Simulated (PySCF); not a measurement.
Be(iPr)2, SMILES [Be]([CH](C)C)[CH](C)C, GFN2-xTB optimised geometry. Atoms within 1.6 Å of the plane z = 0.0 Å (x, y, z in Å): Be1 (-0.15, -0.92, 0.00), C2 (1.59, -0.92, 0.00), C3 (2.31, -1.11, 1.34), C4 (1.85, 0.52, -0.49), H5 (2.11, -1.57, -0.71), H6 (3.38, -0.88, 1.24), H9 (1.42, 0.69, -1.48), H10 (2.92, 0.71, -0.57), H11 (1.44, 1.26, 0.19), C12 (-1.83, -0.46, 0.00), C13 (-2.38, -0.06, -1.38), C14 (-1.88, 0.78, 0.92), H15 (-2.57, -1.16, 0.41), H16 (-3.38, 0.37, -1.28), H20 (-2.90, 1.18, 0.96), H21 (-1.23, 1.57, 0.55).

Calculation: CAM-B3LYP/def2-SVP (PySCF 2.14.0). Cells within 0.4 Å of a nucleus heavier than hydrogen are left out (blank, or x).

Map of the electrostatic potential (hartree/e), clipped to [-0.08, 0.12] on the plane z = 0.0 Å:

```
|0000000000000000000000000000000|
|0000000000000000000000000000000|
|0000000000000000000000000000000|
|0000000000000000000000000000000|
|0000000000000000000000000000000|
|0000000000000000000000000000000|
|0000000000000000000000000000000|
|0000000000001110000000000000000|
|0000000000011111111100000000000|
|0000000000134321112210000000000|
|0000000111399621138962000000000|
|0000011224699732269996221100000|
|0000011259997433379999975210000|
|0000011369996445569999998310000|
|0000011389999799889999996210000|
|0000001499999999999999942110000|
|000000169xxx9999999999721100000|
|0000002999x999xx999xx9921100000|
|00000139999999xx999xx9921000000|
|0000013999759999999999721000000|
|0000001342015999945998310000000|
|0000000100003699510122100000000|
|0000000000002344200000000000000|
|0000000000001222100000000000000|
|0000000000001111100000000000000|
|0000000000001111100000000000000|
|0000000000000111000000000000000|
|0000000000000000000000000000000|
|0000000000000000000000000000000|
|0000000000000000000000000000000|
|0000000000000000000000000000000|
```
Scale: ten equal steps from -0.008 (start of '0') to 0.120 (end of '9'), in the order '0123456789'; x runs from -5.50 to 5.50, y from -5.50 (bottom) to 5.50 (top).
